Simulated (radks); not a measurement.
Results of a calculation; reference values are marked as such.
The titanium ion Ti14+, 8 electrons, occupied as [He] 2s2 2p4.

Level of theory: scalar-relativistic Kohn-Sham, BLYP, spin-polarised, spherical densities, finite nucleus; open shells are filled with parallel spins first; Fermi nuclear charge, rms radius 3.5921 fm (a radial shooting solver on a logarithmic mesh with Libxc functionals).

Energy parts (hartree):
total: -734.68466
kinetic: 741.98379
electron-nucleus: -1585.89607
Hartree: 137.84357
exchange-correlation: -28.61595

Orbitals (lengths in bohr, moments of r in powers of bohr; <r^-3> diverges for s and p1/2):
orbital  occ.  eigenvalue (hartree)  <r^-3>  <1/r>
1s up       1             -198.9776       -  21.83
1s down     1             -198.7073       -  21.85
2s up       1             -36.63594       -  4.805
2s down     1             -36.15353       -  4.774
2p up       3             -33.77302   302.2  4.713
2p down     1             -33.20704   299.0  4.688

The highest occupied level is 2p down at -903.61 eV. The spin density at the nucleus is -2.019 e/bohr^3 (1s -7.670, 2s 5.650). For comparison, the ionisation energy in NIST's Atomic Spectra Database is 945 eV (semi-empirical). In exact Kohn-Sham theory the highest level is minus the ionisation energy, but local and semilocal functionals leave it too shallow, through self-interaction and a potential that decays too fast; potentials with the right tail come closer. Summed over all electrons, <r^2> = 0.5948 bohr^2, which gives a Langevin (diamagnetic) susceptibility term of -0.471 x 10^-6 cm^3/mol. The density falls to 0.001 e/bohr^3 at r = 0.99 bohr. Spin moment in Bohr magnetons: 2. The electron density at the nucleus is 8548 e/bohr^3 (large components only).
